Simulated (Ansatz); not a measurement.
C$_{2}$H$_{6}$ClNSi, SMILES `C=N[SiH](C)Cl`. Total charge 0; spin multiplicity 1. The geometry is a stationary point of PBE0-D4/def2-TZVP. It is one conformer, not always the lowest.

```xyz
11

C     1.674    1.081    0.964
N     0.511    1.090    0.488
Si   -0.136    0.059   -0.737
C    -1.589   -0.864   -0.056
Cl    1.272   -1.307   -1.412
H     1.954    1.795    1.748
H     2.462    0.385    0.642
H    -0.486    0.915   -1.891
H    -2.041   -1.492   -0.827
H    -2.340   -0.159    0.308
H    -1.282   -1.503    0.774
```

(1) What is the dipole moment at PBE/def2-TZVPP? (Estimate.)

(2) And with r2SCAN, B3LYP, ωB97M-V? (Best estimate.)

(3) Give the Mulliken charges with PBE, ωB97M-V, B3LYP in def2-TZVPP. (Estimate.)

## Answers

(1) The calculation gave: 1.06 D, with components (-0.25, 0.12, 1.03) D in this frame, pointing from negative to positive charge.

(2) Ansatz gave: r2SCAN 1.10 D, B3LYP 1.06 D, ωB97M-V 1.07 D.

(3) Ansatz gave: 
| atom | PBE | ωB97M-V | B3LYP |
| --- | --- | --- | --- |
| C1 | -0.06 | -0.06 | -0.07 |
| N2 | -0.23 | -0.31 | -0.28 |
| Si3 | 0.48 | 0.50 | 0.58 |
| C4 | -0.37 | -0.43 | -0.37 |
| Cl5 | -0.26 | -0.25 | -0.29 |
| H6 | 0.10 | 0.11 | 0.11 |
| H7 | 0.07 | 0.09 | 0.09 |
| H8 | -0.07 | -0.03 | -0.08 |
| H9 | 0.11 | 0.12 | 0.11 |
| H10 | 0.12 | 0.13 | 0.11 |
| H11 | 0.11 | 0.12 | 0.11 |

B3LYP here is the variant with VWN-RPA as its local correlation; programs differ in this.
